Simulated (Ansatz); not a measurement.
Al3Ga2⁺, relaxed as a singlet with RKS r2SCAN-D4/def2-SVP in Ansatz, starting from the GFN1-xTB geometry. Force threshold 0.02 eV/Å.

The restricted singlet is unstable towards broken spin symmetry in Hartree–Fock (as tested in another run); at r2SCAN-D4/def2-SVP this wasn't settled. Another isomer (singlet) lies 0.07 eV lower at PBE0-D4/def2-TZVP; other spin states weren't run for this one.

Start:

Cartesian coordinates in Å:
```
Al -1.114 -1.318 -1.428
Al 1.136 -0.237 -2.130
Al -1.176 0.451 3.011
Ga 1.710 1.098 -0.102
Ga -0.557 0.006 0.649
```

**Question.** Estimate the energy that the relaxation releases and the steps that it takes.

**Answer.** 94.1 kJ/mol, in 16 steps; 33 s on 4 threads of Arm Neoverse V2 on a shared host. No frequencies were taken in this run, so the end may be a saddle point.

**Question.** Does the start keep its bonding?

**Answer.** Bonds lost: Ga4–Ga5 (atoms count from 1). Bonds formed: Al2–Ga5, Al3–Ga4 (atoms count from 1).

**Question.** Predict the relaxed structure.

**Answer.** 
Cartesian coordinates in Å:
```
Al -1.226 -1.376 -1.825
Al 0.950 -0.123 -1.372
Al -0.257 0.828 2.228
Ga 1.688 1.107 0.574
Ga -1.155 -0.437 0.395
```
Bond lengths (bridged metal pairs left out): 5 × Al–Ga 2.40 to 2.77 Å; 1 × Al–Al 2.55 Å.
